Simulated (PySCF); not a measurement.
**EPR parameters of C5H9O2**

C5H9O2 (doublet state).
Numbering: `[CH3:1][CH:2][CH2:3][CH2:4][C:5](=[O:6])[OH:7]` (hydrogens: H8, H9, H10 on C1; H11 on C2; H12, H13 on C3; H14, H15 on C4; H16 on O7)

Geometry (GFN2-xTB, Å), atoms numbered from 1 in this order:
```
atom  x, y, z in Å
C1     2.3638    0.5148    0.5711
C2     1.5077   -0.4186   -0.1885
C3     0.0897   -0.1326   -0.4575
C4    -0.8069   -0.4976    0.7715
C5    -2.2428   -0.2519    0.4201
O6    -3.0317   -1.0852    0.0586
O7    -2.5640    1.0503    0.5036
H8     3.3532    0.5914    0.1151
H9     1.9185    1.5061    0.6176
H10    2.5267    0.1640    1.5974
H11    1.8799   -1.4124   -0.3729
H12   -0.0596    0.9306   -0.6617
H13   -0.2665   -0.7146   -1.3102
H14   -0.6721   -1.5497    1.0172
H15   -0.5198    0.1290    1.6144
H16   -3.4838    1.1855    0.2277
```

The hyperfine couplings belong to this conformer and change with its torsions.

Computed with UKS B3LYP, pcH-1 on C H O, non-relativistic, mean-field spin-orbit, GIAO (PySCF 2.14.0). The structure is a single GFN2-xTB conformer in the gas phase; no vibrational or solvent corrections. The geometry wasn't refined by DFT: couplings that depend on bond lengths, twists or pyramidal angles can differ widely from those at the functional's own minimum. No stability test was run, so a lower SCF solution isn't excluded.

| Property | Result |
| --- | --- |
| g1, g2, g3 | 2.00214, 2.00275, 2.00296 |
| g_iso | 2.00262 |
| Form of g | rhombic: the two nearest values differ by 26 % of g3 − g1 |
| ⟨S²⟩ | 0.7539 (exact 0.7500) |
| HOMO–LUMO gap, α and β orbitals | 5.40, 6.14 eV |

Hyperfine couplings atom by atom, in mT; T1 to T3 are the principal values of the dipolar part (MHz turned into mT with g_iso):

```tsv
atom	isotope	a_iso	T1	T2	T3	Mulliken spin population
C1	13C	-1.17	-0.09	0.01	0.08	-0.08
C2	13C	3.59	-2.88	-2.85	5.73	1.02
C3	13C	-1.08	-0.06	-0.04	0.10	-0.08
C4	13C	3.16	-0.22	-0.22	0.44	0.06
C5	13C	0.38	-0.05	-0.05	0.10	0.01
O6	17O	-0.04	-0.11	0.04	0.07	0.01
O7	17O	-0.12	-0.02	0.00	0.02	0.00
H8	1H	3.05	-0.18	-0.16	0.34	0.03
H9	1H	0.25	-0.17	-0.14	0.31	0.00
H10	1H	4.85	-0.19	-0.11	0.30	0.06
H11	1H	-2.15	-1.36	-0.02	1.38	-0.04
H12	1H	1.29	-0.18	-0.15	0.33	0.02
H13	1H	1.09	-0.19	-0.15	0.34	0.01
H14	1H	-0.13	-0.20	-0.07	0.27	0.00
H15	1H	-0.16	-0.19	-0.07	0.26	0.00
H16	1H	0.03	-0.03	-0.02	0.04	0.00
```

The largest Mulliken spin populations are on C2 (+1.02), C1 (-0.08) and C3 (-0.08). No atom but C2 exceeds +0.15. The positive populations add up to 1.21 and the negative ones to -0.21, together 2S = 1. The angles at C2 add up to 358.8°, so it is planar; its axial dipolar tensor and the negative coupling of its proton fit spin in a p orbital normal to that plane.

Axes: g2 points within 13° of the C1–C2 bond.

Under fast tumbling the dipolar parts average out, and these isotropic splittings remain: 3 × 1H (H8/H9/H10, I = 1/2, 4 lines) with 2.72 mT, 1 × 1H (H11, I = 1/2, 2 lines) with 2.15 mT, 2 × 1H (H12/H13, I = 1/2, 3 lines) with 1.19 mT and 2 × 1H (H14/H15, I = 1/2, 3 lines) with 0.15 mT.

Class means assume fast exchange of nuclei equivalent by connectivity; if that motion is slow, each nucleus keeps its own coupling. The three 1H nuclei of mean +76.2 MHz run from 6.9 to 136.0 MHz in the frozen geometry. The 1H value of +33.3 MHz is a mean of couplings from 30.6 to 36.0 MHz in this one geometry, not an average over conformers.

The 13C coupling of C2 (100.8 MHz) shows only in satellite lines or after enrichment, since that isotope makes up about 1.07 % of natural carbon.

The spin density at the nucleus, in bohr⁻³, is negative for C1 (-0.0291), C3 (-0.0269) and H11 (-0.0135), for instance. A restricted open-shell determinant has no negative spin density anywhere; here it arises because α and β orbitals differ (spin polarisation).
